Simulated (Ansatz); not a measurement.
Relaxation of AlClH4SSi (8 atoms, charge 0, multiplicity 1), to a largest force component of 0.02 eV/Å in at most 50 steps.

Computed with UKS r2SCAN-D4/6-31G* (Ansatz).

```xyz
8
Properties=species:S:1:pos:R:3:forces:R:3
Al -0.474 2.004 0.083 0.03 -0.28 0.00
S 1.047 0.512 -0.360 0.28 -0.65 -0.07
Si 0.348 -1.524 -0.061 -0.34 1.99 0.04
Cl 1.882 -2.709 -0.500 1.00 -0.94 -0.28
H -1.408 2.533 -1.017 -0.40 0.18 -0.65
H -0.593 2.620 1.487 0.05 0.23 0.75
H -0.765 -1.762 -0.968 -0.43 -0.28 -0.29
H -0.037 -1.674 1.335 -0.18 -0.25 0.50
```

Task: Where does it end, and by what steps?

Result: The forces met the threshold. The force dipped under the threshold on the way, but the program's further checks kept it going. After 31 steps the energy has fallen by 0.525 eV; S2 moved furthest, 1.81 Å.

```tsv
step	energy less start (eV)	largest force component (eV/Å)	accepted
0	0.0000	1.991	yes
2	-0.1700	0.169	yes
4	-0.1776	0.258	yes
6	-0.1851	0.019	yes
8	-0.1851	0.003	yes
10	-0.1833	0.490	no
12	-0.1898	0.364	yes
14	-0.2183	0.572	yes
16	-0.3372	0.407	yes
18	-0.4456	0.141	yes
20	-0.4565	0.445	no
22	-0.4785	0.084	yes
24	-0.4860	0.216	yes
26	-0.5057	0.169	yes
28	-0.5196	0.057	yes
30	-0.5232	0.136	yes
31	-0.5254	0.014	yes
```

```xyz
8
Properties=species:S:1:pos:R:3
Al -0.255 1.874 0.013
S -0.386 0.220 -1.430
Si 0.044 -1.427 -0.150
Cl 2.033 -1.460 0.434
H -0.414 3.328 -0.590
H -0.046 1.512 1.542
H -0.221 -2.665 -0.918
H -0.754 -1.380 1.098
```

Whether the end is a true minimum wasn't checked by a vibrational analysis.

Run time: 3.8 min on 2 threads of Arm Neoverse V1 (shared host), peak memory 0.23 GiB.
